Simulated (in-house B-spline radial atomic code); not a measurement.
Multiplet parameters of the 5p4 shell in Te ([Kr] 4d10 5s2 5p4). Level of theory: non-relativistic Hartree-Fock, average of configuration, point nucleus; calculated with an all-electron radial atomic-structure program (B-spline basis).

Slater integrals: F^2 = 39009 cm⁻¹. Central-field spin-orbit parameter ζ(5p) = 3444 cm⁻¹ (bare central field on non-relativistic orbitals, without two-electron terms: too large for light atoms, too small for heavy ones).

With F₂ = F^2/25 = 1560 cm⁻¹:

(1) Where do the terms lie in LS coupling, without spin-orbit interaction?

(2) Is LS coupling a fair picture here?

## Answers

(1) In cm⁻¹ above the Hund's-rule term:
| term | expression | energy |
| --- | --- | --- |
| 3P | 0 F₂ | 0 |
| 1D | 6 F₂ | 9362 |
| 1S | 15 F₂ | 23405 |

(2) Unscaled Hartree-Fock integrals overestimate measured term splittings, because correlation screens the repulsion; fits to spectra scale them down, most for low charges. Here ζ is 2.21 times F₂, so the coupling is intermediate: spin-orbit interaction mixes the terms, and LS labels name only the largest part.
